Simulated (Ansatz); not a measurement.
Isolated molecules relaxed with PBE0-D4/def2-TZVP in Ansatz; ΔE leaves out vibrations. CCSD(T)/CBS is the MP2 limit (def2-TZVPP, def2-QZVPP) plus CCSD(T) − MP2 in def2-TZVPP, frozen cores. This one scheme is used for every species. Functionals use def2-TZVPP. B3LYP here is the variant with VWN-RPA as its local correlation; programs differ in this. HSE06 is defined as in plane-wave codes. def2 core potentials past Kr. For Mo outer-core shells are correlated without core-valence functions, which leaves a few kJ/mol of doubt a bond. One conformer a species, not always the lowest.

Reaction (formal hydrolysis of a Mo–Cl bond): `[OH][Mo](=[S])(=[S])[Cl]` + H₂O → `[OH][Mo]([OH])(=[S])=[S]` + HCl

`[OH][Mo](=[S])(=[S])[Cl]`:

Cartesian coordinates in Å:
```
O 1.369 -0.310 0.595
Mo -0.262 -0.042 -0.241
S -0.912 -1.861 -1.044
S -1.679 0.625 1.145
Cl -0.095 1.471 -1.886
H 1.579 0.118 1.432
```

H₂O:

```xyz
3

O     0.183   -0.328   -0.100
H    -0.751   -0.215    0.087
H     0.568    0.544    0.013
```

`[OH][Mo]([OH])(=[S])=[S]`:

Z-matrix (Å, degrees):
```
Mo
O 1 1.860
S 1 2.099 2 109.9
O 1 1.860 2 110.4 3 119.6
S 1 2.099 2 108.5 3 -119.8
H 2 0.962 1 120.9 3 -18.7
H 4 0.962 1 120.9 2 100.9
```

HCl:

```xyz
2

Cl   -0.559    0.308    0.040
H     0.559   -0.308   -0.040
```

| level | ΔE (kJ/mol) | difference from CCSD(T)/CBS |
| --- | --- | --- |
| LDA (SPW92) | 29.0 | -15.0 |
| PBE-D4 | 34.0 | -10.0 |
| revPBE-D4 | 34.0 | -10.0 |
| BLYP-D4 | 31.9 | -12.1 |
| r2SCAN-D4 | 31.9 | -12.1 |
| B97M-V | 31.7 | -12.3 |
| PBE0-D4 | 37.3 | -6.7 |
| B3LYP-D4 | 34.6 | -9.4 |
| r2SCANh-D4 | 33.6 | -10.4 |
| r2SCAN0-D4 | 35.8 | -8.2 |
| HSE06-D4 | 37.8 | -6.2 |
| BHLYP-D4 | 37.4 | -6.6 |
| CAM-B3LYP-D4 | 27.3 | -16.7 |
| ωB97X-V | 27.3 | -16.7 |
| ωB97M-V | 31.9 | -12.1 |
| B2PLYP | 40.9 | -3.1 |
| PBE-QIDH | 46.4 | 2.4 |
| PBE | 31.8 | -12.2 |
| revPBE | 32.1 | -11.9 |
| BLYP | 27.9 | -16.1 |
| r2SCAN | 31.5 | -12.5 |
| PBE0 | 35.3 | -8.7 |
| r2SCANh | 33.1 | -10.9 |
| r2SCAN0 | 35.3 | -8.7 |
| HSE06 | 35.8 | -8.2 |
| BHLYP | 32.6 | -11.4 |
| CAM-B3LYP | 25.0 | -19.0 |
| LC-ωPBE | 23.6 | -20.4 |
| RPA@PBE/def2-TZVPP | 33.4 | -10.6 |
| HF/def2-SVP | 26.5 | -17.5 |
| MP2/def2-SVP | 49.9 | 5.9 |
| CCSD/def2-SVP | 28.7 | -15.3 |
| HF/def2-TZVPP | 30.0 | -14.0 |
| MP2/def2-TZVPP | 62.6 | 18.6 |
| CCSD/def2-TZVPP | 35.2 | -8.8 |
| CCSD(T)/def2-TZVPP | 37.8 | -6.2 |
| HF/def2-QZVPP | 31.2 | -12.8 |
| MP2/def2-QZVPP | 66.6 | 22.6 |
| SCS-MP2/def2-QZVPP | 57.5 | 13.5 |
| HF/CBS(def2) | 31.3 | -12.7 |
| CCSD(T)/CBS | 44.0 | 0 |

Largest T1 diagnostic among the species: 0.025, so the coupled-cluster value is less sure than usual.

From PBE to PBE0 (25 % exact exchange), in def2-TZVPP and without D4, ΔE moves by +3.5 kJ/mol. In def2-TZVPP, CCSD(T) changes the Hartree–Fock value by +7.8 kJ/mol (the triples alone add +2.6 kJ/mol) and MP2 by +32.7 kJ/mol. Leaving LDA and LC-ωPBE aside and taking each functional with its dispersion term where it has one, the values spread over 19.1 kJ/mol, from ωB97X-V to PBE-QIDH.
